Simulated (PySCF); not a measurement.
## Name the molecule from its bond curve

A diatomic of charge -1 contains In. Its singlet curve at PBE0 in a double-zeta basis (scalar-relativistic core potentials, PySCF), in eV from the separated fragments:

```
R (Å)  E (eV)
1.669  -2.728
1.747  -3.487
1.825  -3.894
1.883  -4.033
1.941  -4.067
1.999  -4.022
2.077  -3.873
2.174  -3.594
2.290  -3.183
2.446  -2.587
```

The fit gives ωe = 681 cm⁻¹ and the rotational constant Bₑ = 0.3209 cm⁻¹.

Problem. Which atom is the partner?

Solution. The minimum lies at 1.934 Å, so the reduced mass is 16.8576 u Å² cm⁻¹/(Bₑ·Re²) = 14.04 u. With In at 114.90 u the partner weighs about 16.0 u: O. The molecule is InO⁻.

Spin–orbit coupling is left out.
